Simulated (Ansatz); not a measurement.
`C#[C][Ti]([OH])([OH])[OH]`, 10 atoms. Total charge 0; spin multiplicity 1. Correlated methods include outer-core shells of Ti, which these sets cover unevenly. Scalar relativity is left out up to krypton. All runs use 8 threads of an Arm Neoverse V1 on a shared host. Correlated methods freeze the cores.

**Question.** How many basis functions does each run have, and how long does it take in Ansatz? RKS PBE0-D4/def2-TZVP frequencies; RKS ωB97M-V/def2-SVP energy; direct RPA on PBE orbitals/def2-TZVPP energy; RKS LC-ωPBE/def2-TZVPP energy; RKS r2SCAN-D4/def2-TZVPP energy and forces; RKS HSE06 (plane-wave form)-D4/def2-TZVPP energy; RHF-CCSD(T)/def2-TZVPP energy; RKS PBE0-D4/def2-TZVP relaxation (10 steps); RKS PBE0-D4/def2-SVP energy; RKS PBE0-D4/def2-QZVPP energy; RKS SPW92 (LDA)/def2-TZVPP energy; RKS ωB97M-V/def2-QZVPP energy. (Estimate.)

**Answer.** Ansatz gave: Other jobs shared the machine, so times are rough.

| level | job | functions | wall time | peak host memory (GiB) |
| --- | --- | --- | --- | --- |
| RKS PBE0-D4/def2-SVP | energy | 121 | 1.1 s | 0.48 |
| RKS SPW92 (LDA)/def2-TZVPP | energy | 275 | 1.1 s | 0.4 |
| RKS LC-ωPBE/def2-TZVPP | energy | 275 | 2.3 s | 0.58 |
| RKS HSE06 (plane-wave form)-D4/def2-TZVPP | energy | 275 | 3 s | 0.86 |
| RKS ωB97M-V/def2-SVP | energy | 121 | 4 s | 0.48 |
| RKS r2SCAN-D4/def2-TZVPP | energy and forces | 275 | 4.3 s | 0.45 |
| RKS PBE0-D4/def2-QZVPP | energy | 498 | 6 s | 1.9 |
| direct RPA on PBE orbitals/def2-TZVPP | energy | 275 | 7 s | 0.83 |
| RKS ωB97M-V/def2-QZVPP | energy | 498 | 14 s | 2.4 |
| RKS PBE0-D4/def2-TZVP | relaxation (10 steps) | 224 | 29 s | 0.69 |
| RKS PBE0-D4/def2-TZVP | frequencies | 224 | 120 s | 0.69 |
| RHF-CCSD(T)/def2-TZVPP | energy | 275 | 4.9 min | 8.5 |

LC-ωPBE has ω = 0.4 bohr⁻¹.
